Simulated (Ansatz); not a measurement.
`C[CH2][GeH2][CH3]` + `C[SeH]` → `CC[Se]C` + `[CH3][GeH3]`  (substitution at a C–Ge bond)

Gas-phase electronic energies from Ansatz, PBE0-D4/def2-TZVP geometries. CCSD(T)/CBS is the MP2 limit (def2-TZVPP, def2-QZVPP) plus CCSD(T) − MP2 in def2-TZVPP, frozen cores. DFT in def2-TZVPP. HSE06 is defined as in plane-wave codes. For Ge, Se outer-core shells are correlated without core-valence functions, which leaves a few kJ/mol of doubt a bond. Scalar relativity is left out up to krypton. Each species was taken in one conformer, which may not be the lowest.

(1) Is it downhill or uphill in electronic energy at CCSD(T)/CBS, and by how much? (Estimate.)

(2) What do these levels give: BLYP-D4, PBE0-D4, HSE06-D4, MP2/def2-TZVPP, SCS-MP2/def2-TZVPP, SCS-MP2/def2-QZVPP? (An estimate is asked.)

(3) What do rigid-rotor, harmonic-oscillator terms from PBE0-D4/def2-TZVP frequencies (298.15 K, 1 bar) make of the CCSD(T)/CBS value? (Estimate.)

Largest T1 diagnostic among the species: 0.010.

Results:

(1) Computed: Uphill: ΔE = +4.6 kcal/mol.

(2) Computed: BLYP-D4 3.8, PBE0-D4 4.4, HSE06-D4 4.4, MP2/def2-TZVPP 4.5, SCS-MP2/def2-TZVPP 4.3, SCS-MP2/def2-QZVPP 4.1 kcal/mol.

(3) The calculation gave: ΔZPE = +0.3 kcal/mol, ΔH = +4.8 kcal/mol, ΔS = -11 J/(mol·K), ΔG = +5.5 kcal/mol.

Leaving LDA and LC-ωPBE aside and taking each functional with its dispersion term where it has one, the values, not all of them listed here, spread over 1.1 kcal/mol, from revPBE-D4 to ωB97M-V.
